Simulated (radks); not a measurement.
Spin polarisation of the 4d9 shell in the palladium ion Pd+. Start: [Kr] 4d(up 4.5, down 4.5); electrons of 4d are moved from spin down to spin up, other shells keep equal spins. All-electron calculation, non-relativistic Kohn-Sham, SCAN, spin-polarised, spherical densities, point nucleus; meta-GGA in the generalised Kohn-Sham scheme. Program: a radial shooting solver on a logarithmic mesh with Libxc functionals.

moment (Bohr magnetons)  E - E(0) (eV)  e(4d up) (eV)  e(4d down) (eV)  4p down minus up (eV)  4s down minus up (eV)
0                                0.000        -14.940          -14.940                  0.000                  0.000
0.25                            -0.009        -15.048          -14.830                  0.239                  0.234
0.5                             -0.049        -15.153          -14.718                  0.477                  0.468
0.75                            -0.116        -15.255          -14.603                  0.716                  0.703
1                               -0.211        -15.355          -14.485                  0.954                  0.937

At moment 1 the spin-polarisation energy is -0.211 eV and the 4d exchange splitting 0.870 eV, that is 0.870 eV per Bohr magneton; E = -I m^2/4 would give I = 0.843 eV.
